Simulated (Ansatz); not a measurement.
Method: Ansatz (a quantum-chemistry and plane-wave program) with frozen-core CCSD(T)/cc-pVDZ // B3LYP-D3(BJ)/def2-SVP. The restricted HF reference is unstable towards unrestricted orbitals.

Ansatz 0.2 input:
```yaml
crystal:
  periodic: [false, false, false]
  atoms:
    - { symbol: C, position_ang: [-2.553279, -1.835339, 1.039668] }
    - { symbol: C, position_ang: [-2.812691, -1.252057, -0.140553] }
    - { symbol: C, position_ang: [-1.969335, -0.268158, -0.83783] }
    - { symbol: C, position_ang: [-2.445042, 0.379417, -1.921724] }
    - { symbol: C, position_ang: [-0.597333, 0.021527, -0.332193] }
    - { symbol: C, position_ang: [0.336044, -1.00837, -0.128476] }
    - { symbol: C, position_ang: [1.629473, -0.72213, 0.310044] }
    - { symbol: C, position_ang: [2.037609, 0.598694, 0.568645] }
    - { symbol: Si, position_ang: [3.784424, 0.984309, 1.148093] }
    - { symbol: C, position_ang: [1.09651, 1.624369, 0.367219] }
    - { symbol: C, position_ang: [-0.195718, 1.342995, -0.075557] }
    - { symbol: H, position_ang: [-1.640305, -1.625252, 1.601469] }
    - { symbol: H, position_ang: [-3.261333, -2.540291, 1.482254] }
    - { symbol: H, position_ang: [-3.754067, -1.489561, -0.649408] }
    - { symbol: H, position_ang: [-3.454003, 0.185728, -2.295886] }
    - { symbol: H, position_ang: [-1.837728, 1.108003, -2.462821] }
    - { symbol: H, position_ang: [0.047261, -2.041956, -0.32933] }
    - { symbol: H, position_ang: [2.333109, -1.547208, 0.451909] }
    - { symbol: H, position_ang: [3.755493, 1.906614, 2.32163] }
    - { symbol: H, position_ang: [4.578381, 1.647301, 0.070181] }
    - { symbol: H, position_ang: [4.467739, -0.284696, 1.532076] }
    - { symbol: H, position_ang: [1.369389, 2.665372, 0.56536] }
    - { symbol: H, position_ang: [-0.91545, 2.153055, -0.212907] }
basis:
  gaussian: { orbitals: cc-pVDZ }
correlation:
  method: ccsd_t
```

Output:

```
Functional definition: HF
2019 factors; integrals over basis functions are off by at most 9.6e-4 eV
mean field evaluation 1: about -18350.5714 eV, gradient 3.9e1 eV
mean field evaluation 2: about -18351.0687 eV, gradient 3.9e1 eV
mean field evaluation 4: about -18356.3984 eV, gradient 4.9e0 eV
mean field evaluation 8: about -18356.4712 eV, gradient 2.6e-1 eV
mean field evaluation 16: about -18350.5708 eV, gradient 3.9e1 eV
mean field -18356.47145423 eV, -674.5878834796 hartree, gradient 1.5e-6 eV, S^2 0.000000; 0 other end points of the search recorded, 0 dependent functions left out; unrestricted orbitals would lower it
15 core orbitals not correlated
reference -18356.47145423 eV, -674.5878834796 hartree; 28, 28 occupied and 175, 175 virtual orbitals, 2019 factors
second order -38.56540820 eV of doubles, -0.00000000 eV of singles
cycle   1  -39.41665978 eV  change   -8.5e-1 eV  update   1.6e-1
cycle   2  -40.63906273 eV  change    -1.2e0 eV  update   5.2e-2
cycle   3  -40.91033822 eV  change   -2.7e-1 eV  update   2.3e-2
cycle   4  -40.91382726 eV  change   -3.5e-3 eV  update   6.9e-3
cycle   5  -40.91767517 eV  change   -3.8e-3 eV  update   2.7e-3
cycle   6  -40.91820572 eV  change   -5.3e-4 eV  update   8.0e-4
cycle   7  -40.91794646 eV  change    2.6e-4 eV  update   3.2e-4
cycle   8  -40.91801297 eV  change   -6.7e-5 eV  update   1.4e-4
cycle   9  -40.91804303 eV  change   -3.0e-5 eV  update   5.8e-5
perturbative correction -1.79304152 eV, -0.0658930604 hartree
Total energy: -18399.18253877 eV, -676.1574868860 hartree
```

Cost: around 27 core-minutes (rough).
